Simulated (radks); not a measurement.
Polarisability of neutral nitrogen, [He] 2s2 2p3, at imaginary frequency. Calculated with a radial shooting solver on a logarithmic mesh with Libxc functionals: scalar-relativistic Kohn-Sham, LDA (Slater exchange, Perdew-Wang correlation), spin-polarised, spherical densities, finite nucleus; open shells are filled with parallel spins first; Fermi nuclear charge, rms radius 2.5582 fm. Response by self-consistent Sternheimer equations with the Hartree and adiabatic LDA kernel, the relativistic mass of each level held fixed and spin-orbit coupling left out.

| w (hartree) | alpha1(iw) (bohr^3) |
|---|---|
| 0.00266 | 8.191 |
| 0.0143 | 8.184 |
| 0.0360 | 8.143 |
| 0.0697 | 8.016 |
| 0.118 | 7.717 |
| 0.186 | 7.142 |
| 0.280 | 6.234 |
| 0.413 | 5.041 |
| 0.605 | 3.729 |
| 0.892 | 2.495 |
| 1.35 | 1.485 |
| 2.12 | 0.7628 |
| 3.59 | 0.3205 |
| 6.94 | 0.09967 |
| 17.5 | 0.01843 |

Static values: alpha1 = 8.191 bohr^3 (1.214 angstrom^3; uncoupled 10.18). C6 = 28.01, triple-dipole C9 = 163.0 atomic units. One-pole (London) frequency 4 C6 / (3 alpha1^2) = 0.557 hartree, against 0.308 for minus the highest occupied eigenvalue. Recommended static value: 7.4 bohr^3 (Schwerdtfeger and Nagle, 2023 table).
